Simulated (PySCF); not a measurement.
A GIAO shielding run with PySCF (density fitting, non-relativistic, gas phase) on SMILES C#CC#CC[Si@@H](P)OCC, C7H11OPSi:

```
$ OMP_NUM_THREADS=1 python probes_run.py task.json out

{"job": {"kind": "nmr", "xc": "PBE0", "basis": "pcSseg-1"}, "charge": 0, "multiplicity": 1}
C      5.801075    -0.800269     0.007569
C      4.680124    -0.388022    -0.148843
C      3.415369     0.074854    -0.326211
C      2.306000     0.519819    -0.500166
C      0.965310     0.990343    -0.680237
Si    -0.294531    -0.421745    -0.408864
P     -0.166485    -1.201486     1.696446
O     -1.726561     0.304620    -0.619675
C     -2.963792    -0.041289    -0.058727
C     -3.571106     1.163220     0.642704
H      6.777585    -1.155842     0.142094
H      0.850899     1.387932    -1.689576
H      0.770728     1.805826     0.020791
H     -0.108482    -1.472964    -1.421488
H      1.207077    -1.336770     1.697304
H     -0.359656    -2.531983     1.362957
H     -3.615760    -0.386490    -0.869134
H     -2.830541    -0.865201     0.654995
H     -2.926899     1.473399     1.461496
H     -4.551896     0.910558     1.035251
H     -3.667377     1.988434    -0.058115
```

Hardware: 1 thread of an Arm Neoverse V2, shared host. The job also computes population analyses, field gradients.

**Question.** How large is the calculation?

**Answer.** 90 electrons, 239 basis functions and 1282 auxiliary functions.

**Question.** How long does it take, and how much memory does it need?

**Answer.** 70 s of wall time, with 15 SCF cycles and 5 response iterations; peak memory 1.1 GiB. Times on a shared host scatter by some tens of per cent.
